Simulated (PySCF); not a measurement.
Energy of Ru⁺ (ruthenium, charge +1) between two integer charges

The 4d beta orbital of [Kr] 4d7 is emptied in steps (occupation f), with all orbitals relaxed, ending at [Kr] 4d6. All numbers are calculated (PySCF 2.14, a scalar-relativistic core potential, in def2-TZVPPD with the def2 core potential (28 electrons)). The exact energy is a straight line in f; departures are measured from the line between the end points of the same method.

```json
{"f": "1", "UHF (eV)": "0.000", "LDA (eV)": "0.000", "PBE (eV)": "0.000"}
{"f": "0.9", "UHF (eV)": "0.147", "LDA (eV)": "-0.486", "PBE (eV)": "-0.475"}
{"f": "0.7", "UHF (eV)": "0.329", "LDA (eV)": "-1.142", "PBE (eV)": "-1.115"}
{"f": "0.5", "UHF (eV)": "0.376", "LDA (eV)": "-1.369", "PBE (eV)": "-1.334"}
{"f": "0.3", "UHF (eV)": "0.304", "LDA (eV)": "-1.158", "PBE (eV)": "-1.126"}
{"f": "0.1", "UHF (eV)": "0.126", "LDA (eV)": "-0.499", "PBE (eV)": "-0.484"}
{"f": "0", "UHF (eV)": "0.000", "LDA (eV)": "0.000", "PBE (eV)": "0.000"}
```

| method | E(f=0) − E(f=1) (eV) | −ε at f=1 (eV) | −ε at f=0.5 (eV) |
| --- | --- | --- | --- |
| UHF | 14.972 | 16.635 | 14.900 |
| LDA | 17.221 | 11.844 | 17.175 |
| PBE | 17.002 | 11.740 | 16.972 |

Orbital energy along the path (eV):

```
  f      UHF      LDA      PBE
  1  -16.635  -11.844  -11.740
0.9  -16.245  -12.883  -12.764
0.7  -15.533  -15.003  -14.848
0.5  -14.900  -17.175  -16.972
0.3  -14.336  -19.391  -19.126
0.1  -13.831  -21.643  -21.298
  0  -13.599  -22.778  -22.377
```

Reference removal energy between the ground levels: 16.76 ± 0.06 eV (semi-empirical (NIST evaluation); NIST Atomic Spectra Database, ionization energies). The calculation has no spin-orbit coupling. The determinant left behind need not be the lowest term of the ion. UHF lacks correlation.
